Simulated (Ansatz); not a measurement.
Input file for C2H7FSi2, SMILES `F[SiH2]/C=C/[SiH3]`:

```yaml
crystal:
  periodic: [false, false, false]
  atoms:
    - {symbol: F, position_ang: [-1.632329, 2.349084, 0.082421]}
    - {symbol: Si, position_ang: [-0.998433, 1.568724, 1.329248]}
    - {symbol: C, position_ang: [-0.037429, 0.125654, 0.677488]}
    - {symbol: C, position_ang: [0.064944, -0.151710, -0.626974]}
    - {symbol: Si, position_ang: [1.027337, -1.598784, -1.303422]}
    - {symbol: H, position_ang: [-0.125619, 2.515963, 2.067038]}
    - {symbol: H, position_ang: [-2.110625, 1.129895, 2.208938]}
    - {symbol: H, position_ang: [0.466522, -0.524987, 1.394710]}
    - {symbol: H, position_ang: [-0.443173, 0.505916, -1.333336]}
    - {symbol: H, position_ang: [0.134529, -2.500887, -2.079590]}
    - {symbol: H, position_ang: [1.626881, -2.346533, -0.167187]}
    - {symbol: H, position_ang: [2.104395, -1.127533, -2.215133]}
basis:
  gaussian: {orbitals: def2-TZVPP}
correlation: {method: ccsd_t}
output: {orbitals: {seedname: orbitals}}
```

```sh
$ ansatz run in.yaml --threads 4 --pin off --events-out ev --progress --plain --max-ram 10444MiB
```

Output of Ansatz, abridged:

```
Functional definition: HF
1606 factors; integrals over basis functions are off by at most 7.2e-4 eV
mean field evaluation 1: about -20602.0541 eV, gradient 3.7e1 eV
mean field evaluation 2: about -20602.3210 eV, gradient 3.7e1 eV
mean field evaluation 4: about -20606.0142 eV, gradient 4.2e0 eV
mean field evaluation 8: about -20606.0826 eV, gradient 2.2e-1 eV
mean field -20606.08282150 eV, -757.2595763856 hartree, gradient 4.9e-6 eV, S^2 0.000000; 0 other end points of the search recorded, 0 dependent functions left out
13 core orbitals not correlated: weight in the atoms' cores, before any rotation towards them, 1.000 or more for the frozen orbitals, at most 0.000 for the correlated occupied ones
reference -20606.08282150 eV, -757.2595763856 hartree; 15, 15 occupied and 247, 247 virtual orbitals, 1606 factors
second order -22.25092549 eV of doubles, -0.00000000 eV of singles
cycle   1  -22.95495472 eV  change   -7.0e-1 eV  update   1.1e-1
cycle   2  -23.57477297 eV  change   -6.2e-1 eV  update   3.3e-2
cycle   3  -23.70369650 eV  change   -1.3e-1 eV  update   1.6e-2
cycle   4  -23.69306950 eV  change    1.1e-2 eV  update   4.1e-3
cycle   5  -23.69263285 eV  change    4.4e-4 eV  update   1.6e-3
cycle   6  -23.69325498 eV  change   -6.2e-4 eV  update   4.1e-4
cycle   7  -23.69308674 eV  change    1.7e-4 eV  update   1.3e-4
cycle   8  -23.69306292 eV  change    2.4e-5 eV  update   4.5e-5
cycle   9  -23.69308471 eV  change   -2.2e-5 eV  update   1.7e-5
perturbative correction -0.88405814 eV, -0.0324885373 hartree
Total energy: -20630.65996434 eV, -758.1627697261 hartree
```

Hardware: 4 threads of an AMD EPYC 9R45 on a shared host. Wall time 59 s, peak host memory 7.2 GiB.

Correlation energy per correlated electron: -0.819 eV. T1 diagnostic: 0.0119.
